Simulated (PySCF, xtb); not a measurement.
BrH3Si2, SMILES [SiH3][Si]Br (connectivity only; charge and spin as stated), neutral, multiplicity 1. Atoms are numbered in the order given.

```xyz
6

Si     1.2561    -0.4453     0.0000
Br    -0.2472     1.2570     0.0000
Si    -0.4576    -2.1587     0.0000
H      0.1091    -3.5453     0.0000
H     -1.3181    -1.9965    -1.2162
H     -1.3181    -1.9965     1.2162
```
Charge 0, spin multiplicity 1.

Geometry: r2SCAN-D4/def2-SVP.

The numbers are results of C-PCM-ωB97X/def2-SVP (PySCF), not measurements.

The values are the electrostatic part of the solvation free energy, E(continuum) − E(gas) at the gas-phase geometry, in a cavity of scaled van der Waals radii (PySCF's table); cavitation and dispersion terms are not included. In vacuum the orbital gap is 7.36 eV. The dipole moment in vacuum is 0.96 D.

Estimate the values in water (ε = 78.36), methanol (ε = 32.61), dichloromethane (ε = 8.93). (An estimate is asked for; the answer gives what the named calculation found.)


```tsv
solvent	ε	ΔG(elec) (kcal/mol)	dipole (D)	gap (eV)
water	78.36	-2.0	1.47	7.54
methanol	32.61	-2.0	1.45	7.53
dichloromethane	8.93	-1.8	1.40	7.52
```

For comparison, GFN2-xTB/ALPB(water) (xtb, at the GFN2-xTB geometry, all terms of that model) gives -0.5 kcal/mol.
